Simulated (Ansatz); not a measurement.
The first iterations of a band of FH$_{7}$OSSi$_{3}$ (13 atoms, charge 0, multiplicity 1).

Method: RKS PBE-D4/def2-SVP (Ansatz).

```json
{
 "movable images": "5",
 "climbing image": "yes",
 "spring": "5.0 eV/Å²",
 "optimiser": "quadratic models (default)",
 "start path": "IDPP",
 "force threshold": "0.03 eV/Å",
 "iteration limit": "60",
 "end points": "relaxed"
}
```

First end point:

```xyz
13
Properties=species:S:1:pos:R:3
O -2.195 1.472 -0.029
Si -0.911 0.415 0.004
F -1.144 -0.751 1.150
Si -0.711 -0.606 -2.089
S 0.884 1.468 0.586
Si 1.879 -0.151 1.644
H -2.253 2.087 0.726
H -1.961 -1.356 -2.459
H -0.426 0.448 -3.121
H 0.445 -1.566 -2.028
H 1.818 -1.422 0.846
H 1.292 -0.372 3.007
H 3.305 0.300 1.777
```

Last end point:

```xyz
13
Properties=species:S:1:pos:R:3
O -1.905 0.948 0.171
Si -0.998 -0.320 0.765
F -1.841 -1.122 1.922
Si -0.546 -1.738 -1.042
S 0.760 0.345 1.835
Si 1.789 1.383 0.227
H -2.051 1.688 0.789
H -1.816 -2.166 -1.723
H 0.326 -1.004 -2.025
H 0.193 -2.947 -0.540
H 0.811 2.157 -0.611
H 2.545 0.427 -0.653
H 2.754 2.315 0.898
```

| iteration | highest image above the first end (eV) | largest band force component (eV/Å) |
| --- | --- | --- |
| 1 | 0.662 | 1.394 |
| 2 | 0.229 | 0.342 |
| 3 | 0.157 | 0.251 |
| 4 | 0.133 | 0.147 |
| 5 | 0.123 | 0.078 |

Does the band converge within its limit, and where does its top end?

The run converged. It ended after 16 iterations with the highest image 0.113 eV above the first end. A vibrational analysis at the climbing image gives one clearly imaginary mode, 58i cm⁻¹: a first-order saddle point.

Time of the run: 3.6 min on 2 threads of AMD EPYC 7R13 Processor (Zen 3), on a shared host, peak memory 0.21 GiB.
